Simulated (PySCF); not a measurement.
C₃H₉BO₂, SMILES CCCB(O)O, GFN2-xTB optimised geometry.

```
15

C      1.78    -2.10     0.05
C      1.20    -0.69     0.00
C     -0.33    -0.69     0.00
B     -0.99     0.77     0.00
O     -2.33     0.97    -0.17
O     -0.22     1.86     0.18
H      1.45    -2.62     0.95
H      2.86    -2.08     0.05
H      1.45    -2.68    -0.81
H      1.56    -0.18    -0.90
H      1.56    -0.12     0.86
H     -0.67    -1.24     0.88
H     -0.68    -1.26    -0.86
H     -2.86     0.18    -0.29
H     -0.70     2.68     0.18
```

Density from PySCF with PBE0/def2-TZVP at that geometry.

Minimum of the electron density along straight lines between bonded atoms, close to the bond critical point (lines longer than 1.1 times the sum of covalent radii, or with two minima, are not listed):

```
bond    length / Å  ρ at the minimum / e bohr⁻³  ∇²ρ there / e bohr⁻⁵  position (fraction from the first atom)
------  ----------  ---------------------------  --------------------  ---------------------------------------
C1–C2        1.524                        0.247                 -0.61                                     0.50
C2–C3        1.530                        0.242                 -0.59                                     0.50
C3–B4        1.601                        0.183                   ___                                     0.67
B4–O5        1.366                        0.206                   ___                                     0.33
B4–O6        1.346                        0.217                   ___                                     0.33
C1–H7        1.088                        0.278                 -0.95                                     0.64
C1–H8        1.088                        0.279                 -0.95                                     0.64
C1–H9        1.088                        0.278                 -0.95                                     0.64
C2–H10       1.091                        0.280                 -0.96                                     0.64
C2–H11       1.090                        0.281                 -0.97                                     0.64
C3–H12       1.095                        0.270                 -0.89                                     0.63
C3–H13       1.094                        0.271                 -0.90                                     0.63
O5–H14       0.955                        0.365                 -2.54                                     0.81
O6–H15       0.958                        0.362                 -2.51                                     0.81
```

Complete the blanks.


- C3–B4, ∇²ρ there / e bohr⁻⁵: -0.38
- B4–O5, ∇²ρ there / e bohr⁻⁵: 0.94
- B4–O6, ∇²ρ there / e bohr⁻⁵: 1.02
